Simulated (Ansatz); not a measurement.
Two structures of CH5FZn, singlet, reached by relaxing down either side of one saddle point (PBE0-D4/def2-TZVP). Energies are electronic, without zero-point energy. Program: Ansatz 0.2.0. Basis: def2-TZVPP and def2-QZVPP. Cores are frozen in the correlated methods. The 3s and 3p shells of Cu and Zn are frozen; filled d shells are correlated. Extrapolation: Hartree–Fock as exp(−7.88 √X), correlation as X^−2.97. First:

```
atom    x (Å)    y (Å)    z (Å)
 Zn1  -0.9200   0.1152  -0.1737
  F2  -1.8782   0.1077  -1.6479
  C3   0.1055   0.1269   1.4417
  H4   0.5279  -0.3291  -2.5702
  H5   1.2339  -0.4073  -2.3330
  H6  -0.5389   0.3070   2.3036
  H7   0.8623   0.9124   1.4026
  H8   0.6076  -0.8327   1.5770
```

Second:

Zn1  (0.513, -0.109, -0.357)
F2  (-1.680, -0.016, -2.619)
C3  (0.332, 0.106, 1.556)
H4  (-0.758, -0.138, -2.500)
H5  (0.713, -0.289, -1.896)
H6  (-0.712, 0.285, 1.822)
H7  (0.924, 0.952, 1.911)
H8  (0.669, -0.791, 2.082)
(Å)

**Question.** Which bonds change from the first to the second?

**Answer.** CH₃FZn ([CH3][Zn][F]) + H₂ → CH₄Zn ([CH3][ZnH]) + HF; bonds formed: Zn1–H5, F2–H4; bonds broken: Zn1–F2, H4–H5.

**Question.** Give the saddle point's structure and its height above each. (To be estimated.)

**Answer.** The calculation gives: 112.6 kJ/mol above the first and 53.5 kJ/mol above the second (CCSD(T) at an estimated basis limit (MP2 extrapolated from triple and quadruple zeta, plus CCSD(T) − MP2 in triple zeta)).
```
8
angstrom
Zn 0.0107 -0.0499 -0.4909
F -1.4121 0.0113 -1.9431
C 0.2111 0.1101 1.4254
H -0.2632 -0.1870 -2.2826
H 0.7055 -0.3091 -2.1102
H -0.7602 0.2982 1.8854
H 0.8821 0.9347 1.6720
H 0.6260 -0.8084 1.8441
```

T1 diagnostic: at most 0.016.

Labels in which every atom is bracketed show which atoms are joined, not bond orders.

For scale, one of the runs: CCSD(T)/def2-TZVPP, 196 basis functions, launched by `ansatz run in.yaml --threads 4 --pin off --events-out ev --progress --plain --max-ram 9574MiB`. The run took 64 s on 4 CPU threads of an Intel Xeon (shared host), with 2.3 GiB of host memory at its peak.
